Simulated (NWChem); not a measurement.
C4H6O; SMILES C1CCC1=O

```xyz
11

O      0.0000     0.0000    -1.8836
C      0.0000     0.0000    -0.6800
C      0.0000     1.1113     0.3853
C      0.0000     0.0000     1.4806
C      0.0000    -1.1113     0.3853
H      0.8866     1.7547     0.3514
H     -0.8866     1.7547     0.3514
H      0.8874     0.0000     2.1180
H     -0.8874     0.0000     2.1180
H      0.8866    -1.7547     0.3514
H     -0.8866    -1.7547     0.3514
```
Atoms are numbered in this order, from 1.

All runs: NWChem. Medium grid unless said otherwise, to which SCAN and Minnesota functionals are sensitive. Coordinates come from a B3LYP/6-31G* (spherical d) optimisation. Total energies of different functionals are on different scales.

```tsv
level	energy (Ha)	highest occupied level (eV)	orbital gap (eV)	dipole (D)
PBE/def2-SVP	-230.7731	-5.48	3.82	2.55
B3LYP/def2-SVP	-231.0591	-6.78	6.00	2.71
M06-2X/def2-SVP	-230.9450	-8.53	9.05	2.81
r2SCAN/def2-SVP	-230.9213	___	___	2.74
Hartree-Fock/def2-SVP	-229.6225	-10.91	14.51	3.28
TPSSh/def2-SVP	-231.0766	-6.20	5.09	2.69
```

Problem. Complete the blanks.

Solution. 
- r2SCAN/def2-SVP, highest occupied level (eV): -5.84
- r2SCAN/def2-SVP, orbital gap (eV): 4.37
